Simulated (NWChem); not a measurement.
# diantimony (Sb₂); SMILES [Sb]#[Sb]

```xyz
2

Sb     0.0000     0.0000     1.2391
Sb     0.0000     0.0000    -1.2391
```
Atoms are numbered in this order, from 1.

Results from NWChem. All runs use the structure optimised with PBE0/def2-SVP. def2 effective core potentials on Sb; no spin-orbit coupling.

For level PBE0/STO-3G (all-electron, non-relativistic):

| Quantity | Value |
|---|---|
| highest occupied level (eV) | -4.23 |
| orbital gap (eV) | 4.35 |

How do the values read with level PBE0/def2-SVP (core potentials) instead?

The highest occupied level (eV) comes out as -6.56 and the orbital gap (eV) is 3.76.
